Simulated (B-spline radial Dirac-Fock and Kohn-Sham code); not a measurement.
Core and valence levels of Au²¹⁺

System: the Au²¹⁺ ion, [Kr] 4d10 4f12; nuclear rms radius 5.4371 fm (A = 197).

These are calculated numbers from an atomic code on a B-spline grid; the model is Dirac-Fock ΔSCF + Breit + QED. Correlation energy is missing from these numbers. Energies are counted from the vacuum level.

All terms are in eV, carry their sign (relaxation lowers the binding energy) and add up to the binding energy; ⟨r⟩ is the mean radius of the orbital in the initial state.

| subshell | −ε (Koopmans) | relaxation | Gaunt | retardation | QED | binding energy | ⟨r⟩ (bohr) |
| --- | --- | --- | --- | --- | --- | --- | --- |
| K | 81811.4 | -79.57 | -313.86 | 29.12 | -150.27 | 81296.8 | 0.017 |
| L1 | 15029.1 | -43.13 | -35.50 | 2.59 | -22.73 | 14930.3 | 0.070 |
| L2 | 14407.1 | -47.85 | -60.79 | 6.39 | -0.44 | 14304.4 | 0.058 |
| L3 | 12567.5 | -44.17 | -41.08 | 8.99 | -2.47 | 12488.8 | 0.067 |
| M1 | 4023.8 | -19.87 | -6.74 | 0.46 | -5.33 | 3992.3 | 0.183 |
| M2 | 3745.9 | -20.98 | -11.68 | 1.08 | -0.26 | 3714.1 | 0.173 |
| M3 | 3333.7 | -19.09 | -7.61 | 1.75 | -0.65 | 3308.1 | 0.189 |
| M4 | 2879.1 | -21.91 | -5.26 | 0.50 | 0.37 | 2852.8 | 0.165 |
| M5 | 2791.3 | -21.24 | -3.67 | 0.54 | 0.14 | 2767.1 | 0.169 |
| N1 | 1311.5 | -4.67 | -1.65 | 0.13 | -1.37 | 1303.9 | 0.403 |
| N2 | 1191.6 | -4.68 | -2.76 | 0.27 | -0.06 | 1184.4 | 0.405 |
| N3 | 1088.7 | -3.88 | -1.72 | 0.43 | -0.16 | 1083.4 | 0.435 |
| N4 | 891.7 | -3.93 | -0.99 | 0.10 | 0.08 | 886.9 | 0.438 |
| N5 | 871.9 | -3.67 | -0.63 | 0.12 | 0.03 | 867.7 | 0.448 |
| N6,7 | 617.6 | -3.81 | -0.01 | -0.01 | 0.04 | 613.8 | 0.454 |

For the deepest level, K (1s), the Breit terms make up -0.350 % of the binding energy, QED -0.185 % and orbital relaxation -0.098 %.

Going to the tabulated ground configuration of the next ion removes an electron from N6,7 (4f), computed at 613.8 eV. NIST lists 600 ± 30 eV as the ionisation energy of this species (theoretical), -13.84 eV from the computed value, within the stated uncertainty.
